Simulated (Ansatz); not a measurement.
Geometry optimisation, Ansatz, UKS r2SCAN/cc-pVDZ.

input.yaml

```yaml
crystal:
  periodic: [false, false, false]
  atoms:
    - { symbol: B, position_ang: [0.0, 0.0, 0.0] }
    - { symbol: F, position_ang: [0.0, 0.0, 1.57] }
    - { symbol: Cl, position_ang: [1.6108, 0.0, -0.93] }
    - { symbol: Cl, position_ang: [-1.6108, 0.0, -0.93] }
    - { symbol: F, position_ang: [0.0, 0.0, 3.01] }
magnetization:
  spin_polarized: true
  initial_magnetization: 1
basis:
  gaussian: { orbitals: cc-pVDZ }
hamiltonian:
  xc: r2scan
relax:
  f_tol: 0.15
  max_steps: 25
  restrain:
    - { distance: [1, 4], at: 2.34, k: 30.0 }
    - { distance: [0, 1], at: 1.32, k: 30.0 }
```

Run as:

```bash
$ ansatz run input.yaml --threads 4 --pin off --max-ram 5120MiB --backend cpu --events-out ev --progress --plain --runs-dir out
```

Q: Where does it end, and by what steps?

A: The forces met the threshold. The restraints hold the end off the free minimum. After 4 steps the energy has fallen by 3.763 eV (the restraints' own energy left out); F5 moved furthest, 0.54 Å. The start is strongly strained (largest force component 15 eV/Å).

| step | energy less start (eV) | largest force component (eV/Å) | accepted |
| --- | --- | --- | --- |
| 0 | 0.0000 | 15.276 | yes |
| 1 | -3.1580 | 4.809 | yes |
| 2 | -3.6405 | 3.094 | yes |
| 3 | -3.7631 | 0.162 | yes |
| 4 | -3.7634 | 0.241 | yes |

```xyz
5
Properties=species:S:1:pos:R:3
B 0.000 0.000 -0.114
F 0.000 0.000 1.211
Cl 1.528 0.000 -0.965
Cl -1.528 0.000 -0.965
F 0.000 0.000 3.553
```

Time of the run: 25 s on 4 threads of Intel(R) Xeon(R) Platinum 8223CL CPU @ 3.00GHz (Skylake/Cascade Lake), on a shared host, peak memory 0.26 GiB.
